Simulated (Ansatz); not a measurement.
Species: BI2, charge 1, singlet. BI2+ (parent SMILES [B](I)I, singlet).
B3LYP-D3(BJ)/def2-TZVP minimum from Ansatz (a program for electronic structure):
```xyz
3

I      0.0000     0.0000    -1.9744
B      0.0000     0.0000     0.0000
I      0.0000     0.0000     1.9744
```
Charge +1, spin multiplicity 1.

Total energies in def2-SVP, 16 correlated electrons, 19 frozen orbitals. Radicals and triplets start from unrestricted determinants; spin-orbit coupling is neglected. Cores are frozen in correlated methods (noble-gas shells, and filled d and f shells in the p block). Past Kr the def2 sets carry scalar-relativistic core potentials. Spin-orbit terms, left out, reach several kcal/mol for Br and I, and more for heavier atoms. The spin of BI2+ (parent SMILES I[B]I, singlet) was assumed, and the state is the lowest solution found for it.

```tsv
method	program	energy (Eh)	minus CCSDT(Q) (mEh)
HF	Ansatz	-617.70317	304.43
MP2	Ansatz	-617.97280	34.81
CCSD	Ansatz	-617.99204	15.56
CCSD(T)	Ansatz	-618.00575	1.85
CCSDT(Q)	Ansatz	-618.00760	0.00
```

Rough core times of Ansatz's runs on a shared machine: CCSD(T) under 20 s, CCSDT(Q) 50 s.
